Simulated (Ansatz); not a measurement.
Basis-set extrapolation for C2H5AlBClO (PBE0-D4/def2-TZVP geometry, frozen core, Ansatz). Multiplicity 1, RHF reference.

```
                      def2-TZVPP   def2-QZVPP
                 HF  -879.683526  -879.711318
    MP2 correlation    -0.951383    -1.023608
CCSD(T) correlation    -1.038101      not run
```

Energies in hartree. Use E(X) = E(∞) + A·exp(−7.88·√X) for Hartree–Fock and E(X) = E(∞) + B·X^(−2.97) for correlation, with X = 3 and 4, and add CCSD(T) minus MP2 of the smaller set to the MP2 limit.

Task: What is the CCSD(T) energy at the basis-set limit?

Result: HF limit: -879.711318 + (-0.027792) × 0.13774 = -879.71515. MP2 limit: -1.023608 + (-0.072225) × 0.74074 = -1.07711. Higher-order term: -1.038101 − (-0.951383) = -0.08672. Total: -880.87898 hartree, 4.28 eV below CCSD(T)/def2-TZVPP.
